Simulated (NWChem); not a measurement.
Molecule: C3H4BF2N; SMILES FC1=CCNB1F

```xyz
11

F      1.9054    -1.0384     0.0000
B      0.6502    -0.5971     0.0000
N     -0.4988    -1.4017     0.0000
C     -1.7018    -0.6013     0.0000
C     -1.2310     0.8211     0.0000
C      0.1108     0.8727     0.0000
F      0.8270     1.9906     0.0000
H     -0.5621    -2.4094     0.0000
H     -2.3311    -0.8058    -0.8869
H     -2.3311    -0.8058     0.8869
H     -1.9171     1.6706     0.0000
```
Atoms are numbered in this order, from 1.

Coordinates come from a PBE0/def2-SVP optimisation.

### Question
Give the principal values of the shielding tensors (ppm) of F1, B2, N3, C4, C5 from B3LYP/6-31G* (spherical d), GIAO (NWChem), with their diamagnetic and paramagnetic parts as GIAO splits them.

### Answer
```tsv
atom	σ11	σ22	σ33	isotropic	diamagnetic	paramagnetic
F1	201.7	299.1	466.4	322.4	472.1	-149.7
B2	68.6	95.8	98.7	87.7	199.9	-112.2
N3	108.3	207.9	211.1	175.8	320.1	-144.3
C4	135.2	145.4	164.1	148.3	248.8	-100.6
C5	-24.1	84.2	156.7	72.3	257.8	-185.5
```
